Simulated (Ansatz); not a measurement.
Reactions of `C=C(N)OCF`.

Program: Ansatz. Geometries: PBE0-D4/def2-TZVP. ΔE: electronic, gas phase. CBS: MP2 limit from def2 TZ/QZ plus the TZ coupled-cluster correction, frozen cores. This one scheme is used for every species. For Ge outer-core shells are correlated without core-valence functions, which leaves a few kJ/mol of doubt a bond. Scalar relativity is left out up to krypton. Each species was taken in one conformer, which may not be the lowest.

(1) Order these by ΔE at CCSD(T)/CBS, lowest first. (Best estimate.)
A. `C=C(N)OCF` → `C[C@@H]1O[C@]1(N)F`
B. `C=C(N)OCF` + H₂ → `C=C(N)OC` + H–F
C. `C=C(N)OCF` + GeH₄ → `C=[C](N)[GeH3]` + `OCF`
D. `C=C(N)OCF` → `CC(N)(F)C=O`
E. `C=C(N)OCF` → `[CH]F` + `C=C(N)O`

Largest T1 diagnostic: 0.018, for `[CH]F`.

Answers

(1) B (-89.4 kJ/mol), D (-63.0 kJ/mol), C (-39.5 kJ/mol), A (+1.4 kJ/mol), E (+345.1 kJ/mol).
